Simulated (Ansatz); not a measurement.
# SnS: shapes and states compared

Computed with Ansatz's Gaussian-basis code (development build). Basis cc-pwCVTZ-PP on Sn, cc-pV(T+d)Z on S, scalar-relativistic core potentials (28 electrons on Sn), no spin–orbit coupling, 9 orbitals frozen in the corrections; active space CAS(10,8). Restricted Hartree–Fock, then the lowest state-specific CASSCF solution met for each case. Coupled cluster stands on the determinant that it favours, not always the lowest RHF. On stretched bonds single-reference methods can fail or change state. Unlike active orbitals can shift such differences by tenths of an eV, at times by over 1 eV.

Case A, singlet: bond length 2.5404 Å.

Case B, triplet: bond length 2.2090 Å.

Case C, singlet: bond length 2.2090 Å.

Energy less that of case A, in eV:

```csv
case,RHF/ROHF,CASSCF,CCSD(T)
B,+0.809,+2.320,+2.039
C,-1.082,-0.630,-0.746
```

(1) Give the SC-NEVPT2 energies against case A.

(2) Which case is lowest, and do the methods agree?

Results:

(1) B: +1.973 eV (45.5 kcal/mol); C: -0.733 eV (-16.9 kcal/mol).

(2) C is lowest in SC-NEVPT2. Of the methods shown, RHF/ROHF, CASSCF, CCSD(T) agree.
